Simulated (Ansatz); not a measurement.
System: CCuO, charge 1, multiplicity 1. 
Structure (B3LYP-D3(BJ)/def2-TZVP (Ansatz, an electronic-structure program) minimum search):
SMILES: O=[C+][Cu]
```xyz
3

Cu     0.0000     0.0000    -0.8280
C      0.0000     0.0000     1.0785
O      0.0000     0.0000     2.1926
```
Charge +1, spin multiplicity 1.

Basis-set convergence of Hartree-Fock and CCSD correlation energies (hartree) with Ansatz. Cores are frozen in the correlated levels unless marked. Spin-orbit coupling is left out. Frozen are the shells of the preceding noble gas and the d and f shells that filled before the atom's block. No relativistic terms.

```csv
basis,functions,E(HF),"E(corr, CCSD)"
def2-SVP,59,-1751.12426,-0.55329
def2-TZVPP,126,-1751.49136,-0.77441
def2-QZVPP,214,-1751.53651,-0.81945
```

Extrapolating the two largest sets (X = 3 and 4) as X^-3: E(corr) = (64·(-0.81945) - 27·(-0.77441))/37 = -0.8523 Eh, an estimate of the basis-set limit. The largest set recovers 96.1 % of it, the smallest 64.9 %.
